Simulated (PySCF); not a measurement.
FGeH7Si2, SMILES F[SiH2][SiH2][GeH3].

The structure is a stationary point at r2SCAN-D4/def2-SVP. This is a generated structure with no PubChem entry under its InChIKey; it may be hypothetical. The values are those of a single conformer.

All values below come from ωB97X/def2-TZVP in PySCF.

Symmetry labels are those of the subgroup Cs that the program uses (full group Cs).

**Question.** List the valence orbital energies around the gap with their symmetry. (Estimate from the structure and the level; the computed values follow.)

**Answer.** 
| orbital | symmetry | energy (eV) |
|---|---|---|
| HOMO−7 | A" | -15.15 |
| HOMO−6 | A' | -14.77 |
| HOMO−5 | A" | -13.01 |
| HOMO−4 | A' | -12.41 |
| HOMO−3 | A" | -12.20 |
| HOMO−2 | A" | -11.98 |
| HOMO−1 | A' | -11.14 |
| HOMO | A' | -10.32 |
| LUMO | A' | 1.02 |
| LUMO+1 | A" | 2.02 |
| LUMO+2 | A' | 2.17 |
| LUMO+3 | A' | 2.52 |
